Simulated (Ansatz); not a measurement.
Consider the redistribution: `[CH3][GeH]([NH2])[CH]=O` + `CN[SiH2]O` → `[CH3][GeH]([NH2])[OH]` + `CN[SiH2]C=O`.

Computed with Ansatz on PBE0-D4/def2-TZVP structures; ΔE is electronic, products minus reactants. CBS: MP2 limit from def2 TZ/QZ plus the TZ coupled-cluster correction, frozen cores. Functionals use def2-TZVPP. For Ge outer-core shells are correlated without core-valence functions, which leaves a few kJ/mol of doubt a bond. Scalar relativity is left out up to krypton. One conformer a species, not always the lowest.

(1) Is it downhill or uphill in electronic energy at CCSD(T)/CBS, and by how much? (An estimate is asked.)

(2) What do these levels give: PBE0-D4, ωB97X-V, PBE0, HF/def2-TZVPP, CCSD(T)/def2-TZVPP, SCS-MP2/def2-QZVPP? (Best estimate.)

Largest T1 diagnostic among the species: 0.013.

Results:

(1) Computed: Uphill: ΔE = +0.60 eV.

(2) Ansatz gave: PBE0-D4 0.59, ωB97X-V 0.57, PBE0 0.59, HF/def2-TZVPP 0.58, CCSD(T)/def2-TZVPP 0.60, SCS-MP2/def2-QZVPP 0.60 eV.
